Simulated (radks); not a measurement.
Results of a calculation; reference values are marked as such.
Mg3+, configuration [He] 2s2 2p5.

Code: a radial shooting solver on a logarithmic mesh with Libxc functionals. Model: non-relativistic Kohn-Sham, RPBE, spin-polarised, spherical densities, point nucleus; open shells are filled with parallel spins first.

Energy parts (eV):
total: -5340.682
kinetic: 5332.702
electron-nucleus: -12349.290
Hartree: 2087.115
exchange-correlation: -411.209

Orbitals (lengths in bohr, moments of r in powers of bohr; r(max) is where P^2 peaks):
orbital  occ.  eigenvalue (eV)  <1/r>   r(max)
1s up       1        -1315.693  11.59  0.08535
1s down     1        -1314.512  11.60  0.08532
2s up       1        -130.0115  2.177   0.5378
2s down     1        -127.3900  2.162   0.5397
2p up       3         -97.4804  2.065   0.4639
2p down     2         -94.6203  2.047   0.4672

The highest occupied level is 2p down at -94.620 eV. The spin density at the nucleus is -0.1184 e/bohr^3 (1s -0.7008, 2s 0.5824), a Fermi contact field of -6.21 T. Spin moment in Bohr magnetons: 1. Summed over all electrons, <r^2> = 3.720 bohr^2, which gives a Langevin (diamagnetic) susceptibility term of -2.95 x 10^-6 cm^3/mol. Virial ratio -V/T = 2.00150. The electron density at the nucleus is 1100 e/bohr^3. For comparison, the ionisation energy in NIST's Atomic Spectra Database is 109.27 eV (semi-empirical). In exact Kohn-Sham theory the highest level is minus the ionisation energy, but local and semilocal functionals leave it too shallow, through self-interaction and a potential that decays too fast; potentials with the right tail come closer.
